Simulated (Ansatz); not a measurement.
Spin states of O2Ru (SMILES [O]=[Ru]=[O]), each relaxed at B3LYP-D3(BJ)/def2-TZVP; lowest solutions found, singlets restricted, no spin–orbit coupling, no relativity up to Kr.
Multiplicity 1 (charge 0, multiplicity 1):
```xyz
3

Ru     0.1461    -0.0442     0.1559
O      1.1599     0.2401    -1.1432
O     -1.3393    -0.1486     0.9169
```
Multiplicity 3 (charge 0, multiplicity 3):
```xyz
3

Ru     0.2383    -0.0794     0.2611
O      1.0692     0.2508    -1.1591
O     -1.3408    -0.1241     0.8276
```

Run with Ansatz (Gaussian basis) for Hartree–Fock, density functionals and correlated methods. Values without a source in brackets are computed. In def2 rows elements past Kr take small-core potentials, without spin–orbit coupling.

The energy of multiplicity 3 less that of multiplicity 1 (kcal/mol) and the share of exact exchange:

```tsv
functional	exact exchange (%)	value
PBE/def2-TZVPP	0	5.24
PBE0/def2-TZVPP	25	6.39
BLYP/def2-TZVPP	0	5.89
B3LYP/def2-TZVPP	20	7.43
BHLYP/def2-TZVPP	50	7.70
r2SCAN/def2-TZVPP	0	-2.09
r2SCANh/def2-TZVPP	10	-1.05
```

Task: Take the value as linear in the share of exact exchange along PBE and PBE0. Give the slope, say whether the sign turns, and set the other functionals against that line.

Result: 
Slope: (6.39 − (5.24))/2.5 = 0.46 kcal/mol for each 10 %. The line keeps its sign from 0 to 100 %. At 50 % it gives 7.5 kcal/mol. The LYP pair gives (7.70 − (5.89))/5 = 0.36 for each 10 %. BHLYP, at 50 %, lies 0.2 from the PBE line. B3LYP, at 20 %, lies 1.3 from the PBE line. r2SCAN, with none, stands -7.3 from PBE. The r2SCAN pair gives 1.04 for 10 %.

Doubts at one or more of the structures used: a spin-contaminated determinant (BHLYP/def2-TZVPP).

Ansatz is a quantum-chemistry and plane-wave program.
